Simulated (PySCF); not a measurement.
Al(Et)(OH)(NH2) (C2H8AlNO), SMILES C[CH2][Al]([NH2])[OH]. Geometry optimised at PBE0-D3(BJ)/def2-SVP. The structure was generated by enumeration; whether it is a known compound was not checked. One conformer was computed; it need not be the lowest.

Q: Give the equilibrium geometry at PBE0-D3(BJ)/def2-SVP (PySCF confirms it by a frequency run) as a Z-matrix. (An estimate is asked for; the answer gives what the named calculation found.)

A: One answer among several that fit: 
```
Al
O 1 1.7091
H 2 0.9569 1 127.64
N 1 1.7761 2 120.59 3 0.40
H 4 1.0134 1 126.64 2 1.42
H 4 1.0139 5 109.46 1 -179.77
C 1 1.9535 2 117.24 3 179.88
H 7 1.1049 1 109.14 2 159.25
H 7 1.1066 8 104.73 1 -114.19
C 7 1.5301 8 110.64 9 -118.17
H 10 1.1012 7 111.58 8 179.58
H 10 1.1022 11 106.57 7 -122.22
H 10 1.1030 11 107.35 12 -114.31
```
